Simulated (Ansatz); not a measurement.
Geometry optimisation, UKS r2SCAN-D4/def2-SVP (Ansatz 0.2.0).

input.yaml

```yaml
crystal:
  periodic: [false, false, false]
  atoms:
    - { symbol: Ge, position_ang: [-0.670448, 0.652793, -0.52522] }
    - { symbol: Si, position_ang: [1.427322, 0.234152, 0.386565] }
    - { symbol: "N", position_ang: [-1.505999, -0.827339, 0.232361] }
    - { symbol: H, position_ang: [-0.751324, -1.400673, 0.612841] }
    - { symbol: H, position_ang: [-0.692217, 0.601039, -2.065777] }
    - { symbol: H, position_ang: [-1.379152, 1.942948, -0.074098] }
    - { symbol: H, position_ang: [1.892754, -1.059021, -0.207633] }
    - { symbol: H, position_ang: [1.204371, -0.005079, 1.847204] }
    - { symbol: H, position_ang: [2.504531, 1.258049, 0.226795] }
    - { symbol: H, position_ang: [-2.029939, -1.396868, -0.433138] }
magnetization:
  spin_polarized: true
basis:
  gaussian: { orbitals: def2-SVP }
hamiltonian:
  xc: r2scan
  dispersion: d4
relax:
  f_tol: 0.03
  max_steps: 50
```

Run as:

```bash
$ ansatz run input.yaml --threads 4 --pin off --max-ram 5120MiB --backend cpu --events-out ev --progress --plain --runs-dir out
```

**Question.** Where does it end, and by what steps?

**Answer.** It converged. The force dipped under the threshold on the way, but the program's further checks kept it going. After 16 steps the energy has fallen by 0.166 eV; H4 moved furthest, 0.94 Å.

```csv
step,energy less start (eV),largest force component (eV/Å),accepted
0,0.0000,0.700,yes
1,-0.0689,0.404,yes
2,-0.0981,0.296,yes
3,-0.1187,0.348,yes
4,-0.1139,0.649,no
5,-0.1341,0.126,yes
6,-0.1420,0.086,yes
7,-0.1443,0.539,yes
8,-0.1561,0.242,yes
9,-0.1633,0.046,yes
10,-0.1629,0.128,no
11,-0.1645,0.031,yes
12,-0.1644,0.189,no
13,-0.1654,0.019,yes
14,-0.1660,0.056,yes
15,-0.1662,0.032,yes
16,-0.1663,0.007,yes
```

```xyz
10
Properties=species:S:1:pos:R:3
Ge -0.602 0.468 -0.465
Si 1.579 0.298 0.472
N -1.571 -0.971 0.181
H -1.171 -1.870 -0.089
H -0.521 0.554 -2.012
H -1.336 1.725 0.031
H 2.194 -1.012 0.091
H 1.515 0.381 1.962
H 2.455 1.396 -0.041
H -2.542 -0.969 -0.130
```

Whether the end is a true minimum wasn't checked by a vibrational analysis.

Run time: 86 s on 4 threads of Arm Neoverse N1 (shared host), peak memory 0.23 GiB.
